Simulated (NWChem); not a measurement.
Molecule: HfBrF3; SMILES [F][Hf]([F])([Br])[F]

```xyz
5

Hf     0.0000     0.0000     0.4775
F      0.9071     1.5334     1.1300
F      0.8744    -1.5523     1.1300
F     -1.7815     0.0188     1.1300
Br     0.0000     0.0000    -2.0201
```
Atoms are numbered in this order, from 1.

Level: PBE0/def2-SVP with def2 effective core potentials on Hf (NWChem), optimised geometry, unscaled harmonic frequencies. This build's default masses of Se (78.918 u) and Br (79.917 u) are each other's, which moves their modes by up to 0.6 %. def2 effective core potentials on Hf; no spin-orbit coupling.

| frequency (cm⁻¹) | IR intensity (km/mol) |
|---|---|
| 107 | 6.5 |
| 107 | 6.5 |
| 149 | 11.3 |
| 160 | 9.3 |
| 160 | 9.3 |
| 271 | 45.4 |
| 681 | 123.8 |
| 681 | 123.8 |
| 686 | 71.9 |

The zero-point energy is 4.3 kcal/mol and the thermal correction to the enthalpy at 298.15 K (with zero-point energy) comes out as 9.3 kcal/mol. The heat capacity Cv is 19.8 cal/(mol K) and the entropy at 298.15 K and 1 atm (symmetry number 3) comes out as 87.2 cal/(mol K).

Rigid rotor and harmonic oscillator.
